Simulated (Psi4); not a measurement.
Relaxed torsion scan: SMILES c1c([SeH])sc(c1)C#N (C₅H₃NSSe), singlet. Scanned: dihedral S8–C6–Se7–H11; all other coordinates were relaxed at B3LYP-D3(BJ)/def2-SVP. Points at φ and −φ are mirror images. Heavy atoms are numbered in the order of the SMILES N#Cc1ccc([SeH])s1, hydrogens after them in the order of the atoms that carry them; the mirror image has the same energies with the sign of each dihedral reversed.

PBE/def2-SVP // B3LYP-D3(BJ)/def2-SVP (Psi4); PBE-D3(BJ)/def2-SVP // B3LYP-D3(BJ)/def2-SVP (Psi4); B3LYP-D3(BJ)/def2-SVP (Psi4); MP2/cc-pVTZ = Psi4 1.11 with DF-MP2 (frozen core)/cc-pVTZ // B3LYP-D3(BJ)/def2-SVP.

Energies relative to the lowest point of each profile, in kcal/mol; the last columns give the difference from MP2:

```
φ / °  PBE/def2-SVP  PBE-D3(BJ)/def2-SVP  B3LYP-D3(BJ)/def2-SVP  MP2/cc-pVTZ  PBE/def2-SVP − MP2/cc-pVTZ  PBE-D3(BJ)/def2-SVP − MP2/cc-pVTZ  B3LYP-D3(BJ)/def2-SVP − MP2/cc-pVTZ
-----  ------------  -------------------  ---------------------  -----------  --------------------------  ---------------------------------  -----------------------------------
-150            0.8                  0.8                    0.9          1.4                        -0.7                               -0.7                                 -0.5
-120            0.4                  0.4                    0.5          0.5                        -0.1                               -0.1                                 -0.1
-90             0.1                  0.1                    0.1          0.0                         0.1                                0.1                                  0.1
-60             0.0                  0.0                    0.0          0.2                        -0.2                               -0.2                                 -0.2
-30             0.2                  0.2                    0.3          1.0                        -0.8                               -0.9                                 -0.7
0               0.4                  0.4                    0.6          1.5                        -1.1                               -1.1                                 -0.9
30              0.2                  0.2                    0.3          1.0                        -0.8                               -0.9                                 -0.7
60              0.0                  0.0                    0.0          0.2                        -0.2                               -0.2                                 -0.2
90              0.1                  0.1                    0.1          0.0                         0.1                                0.1                                  0.1
120             0.4                  0.4                    0.5          0.5                        -0.1                               -0.1                                 -0.1
150             0.8                  0.8                    0.9          1.4                        -0.7                               -0.7                                 -0.5
180             0.9                  0.9                    1.1          1.9                        -1.0                               -1.0                                 -0.8
```

PBE/def2-SVP is furthest from MP2/cc-pVTZ at 0 (-1.1 kcal/mol, below); its mean absolute difference over the points is 0.5 kcal/mol.

PBE-D3(BJ)/def2-SVP is furthest from MP2/cc-pVTZ at 0 (-1.1 kcal/mol, below); its mean absolute difference over the points is 0.5 kcal/mol.

B3LYP-D3(BJ)/def2-SVP is furthest from MP2/cc-pVTZ at 0 (-0.9 kcal/mol, below); its mean absolute difference over the points is 0.4 kcal/mol.
